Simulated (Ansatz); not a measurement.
Ansatz (an electronic-structure program) input:

Ansatz 0.2 input:
```yaml
crystal:
  periodic: [false, false, false]
  atoms:
    - {symbol: Nb, position_ang: [0.03307259, 0.22842254, -0.15750494]}
    - {symbol: O, position_ang: [1.32498639, -0.84746528, -0.39242662]}
    - {symbol: F, position_ang: [-1.32842968, -0.28728909, 1.06634619]}
basis:
  gaussian:
    orbitals: def2-SVPD
magnetization: {spin_polarized: true, initial_magnetization: 2}
correlation: {method: ccsd_t, electrons: outside_noble_gas}
```

What final total energy does it print?

-231.13320 Eh (CCSD(T)/def2-SVPD). The basis has 80 functions.

The spin state was set by rule; other spins were not relaxed.
